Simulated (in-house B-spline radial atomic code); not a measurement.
Checks on a self-consistent run for Tl4+, [Xe] 4f14 (5d3/2)4 (5d5/2)5. Level of theory: Dirac-Hartree-Fock, average of the jj configuration, Fermi nucleus of rms radius 5.4759 fm; calculated with a B-spline radial code for spherical atoms.

```csv
orbital,q,ε (Eh),<1/r>,<r²>,small-component weight
1s1/2,2,-3165.88736,99.3523,0.000368938,0.095158
2s1/2,2,-570.54746,24.5327,0.00554471,0.021924
2p1/2,2,-546.65729,24.4438,0.00392186,0.02197
2p3/2,4,-470.62156,19.6775,0.00510182,0.019406
3s1/2,2,-140.06285,9.01266,0.035868,0.0073773
3p1/2,2,-129.35455,8.91066,0.0327212,0.0073073
3p3/2,4,-112.22945,7.67157,0.03903,0.0065745
3d3/2,4,-94.78815,7.55134,0.0299239,0.0064305
3d5/2,6,-91.16098,7.2724,0.0316421,0.0062311
4s1/2,2,-33.98720,3.80302,0.172972,0.0024975
4p1/2,2,-29.34414,3.69201,0.176141,0.0024028
4p3/2,4,-25.12415,3.28226,0.206271,0.0021444
4d3/2,4,-17.54519,3.07977,0.215821,0.0019387
4d5/2,6,-16.74119,2.98053,0.227002,0.0018632
4f5/2,6,-6.88951,2.62886,0.2558,0.0014952
4f7/2,8,-6.71047,2.59255,0.262265,0.0014661
5s1/2,2,-7.28469,1.53781,0.882195,0.00062453
5p1/2,2,-5.66844,1.4219,1.01324,0.00054838
5p3/2,4,-4.85726,1.28084,1.19595,0.00047326
5d3/2,4,-2.52466,1.02512,1.83883,0.00031566
5d5/2,5,-2.42491,0.990102,1.9581,0.00029774
```

Electron-electron repulsion V_ee = 7348.2299 hartree.

(1) What total energy follows from the eigenvalues?

(2) Does the Dirac virial theorem hold?

(3) What diamagnetic shielding (Lamb formula) and susceptibility (Langevin formula) do the radii give?

Answers

(1) The eigenvalues count the repulsion twice, so E = Σqε - V_ee = -12922.908 - 7348.230 = -20271.138 hartree; the run printed -20271.138.

(2) For a point nucleus E = -2c²Σq·w, with w the small-component weight. Here Σq·w = 0.53951 and c = 137.0360, so the ratio E/(-2c²Σq·w) is 1.000417; the finite nucleus accounts for the departure from 1.

(3) σ = (α²/3)Σq<1/r> = 630.669/(3·137.036²) = 11195 ppm, and χ = -0.79199×10⁻⁶·Σq<r²> = -26.73×10⁻⁶ cm³/mol with Σq<r²> = 33.745 bohr². Both are non-relativistic formulas without the paramagnetism of open shells; for so heavy an element the full relativistic shielding is larger by tens of per cent.
